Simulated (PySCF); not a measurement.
Al(H)(Et)(vinyl) (C4H9Al), SMILES [AlH]([CH2]C)[CH]=C.

Geometry: B3LYP-D3(BJ)/def2-SVP. The structure was generated by enumeration; whether it is a known compound was not checked. One conformer was computed; it need not be the lowest.

Two levels are set side by side: TDA-PBE/def2-SVPD (PySCF) and TDA-B3LYP/def2-SVPD (PySCF). Vertical, same geometry. The lowest singlet is HOMO→LUMO 99 % with PBE and HOMO→LUMO 98 % with the other functional; states are paired by order. Differences are taken from unrounded values.

| quantity | TDA-PBE |
|---|---|
| lowest singlet excitation (eV) | 3.91 |
| lowest triplet excitation (TDA) (eV) | 3.70 |
| first bright state (f over 0.05) (eV) | 5.44 |
| its oscillator strength | 0.12 |

**Question.** These are the TDA-PBE values. What does TDA-B3LYP give? (The exact figures need the calculation; the answer reports its results.)

**Answer.** 
```
quantity                               TDA-B3LYP  TDA-PBE minus TDA-B3LYP
-------------------------------------  ---------  -----------------------
lowest singlet excitation (eV)              4.47                    -0.56
lowest triplet excitation (TDA) (eV)        3.92                    -0.22
first bright state (f over 0.05) (eV)       5.78                    -0.34
its oscillator strength                     0.16                    -0.04
```

A lower first singlet is the usual sign of a functional without exact exchange. Differences between two approximate levels are no errors against the true value.

Rough cost on one machine, each run with all the roots and properties that it gave: TDA-B3LYP against TDA-PBE about 2 times.
